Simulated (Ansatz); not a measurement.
Coupled-cluster diagnostics for Mg2Te, Ansatz.

Geometry of the singlet (B3LYP-D4/def2-TZVP):

```xyz
3

Mg    1.520   -1.101   -0.010
Mg   -0.399    1.821    0.217
Te   -1.121   -0.720   -0.207
```

In the def2 sets Te takes a core potential; there is no spin–orbit coupling. Correlated methods freeze 6 core orbitals; core or outer-core shells of Mg, Te are correlated, in sets that lack core-valence functions. Another isomer (triplet) lies 0.46 eV lower at PBE0-D4/def2-TZVP; other spin states weren't run for this one.

**Question.** Estimate the CCSD(T) correlation energy, the shares of MP2 and (T), T1 and the reference's ⟨S²⟩ for: charge 0, singlet, own geometry in def2-TZVPP; and the rough time on 2 threads of AMD EPYC 7R13 on a shared host.

**Answer.** 
| state | basis | correlation (eV) | MP2 share (%) | (T) share (%) | T1 | ⟨S²⟩ (pure) | wall time | remarks |
| --- | --- | --- | --- | --- | --- | --- | --- | --- |
| charge 0, singlet, own geometry | def2-TZVPP | -23.856 | 97.8 | 3.2 | 0.018 | 0.00 (0.00) | 19 s | flagged by the program, restricted SCF unstable |
Customary marks for T1 are 0.02 (closed shells), 0.045 (open shells) and about 0.05 (3d metals). T1 stays under 0.02 throughout.
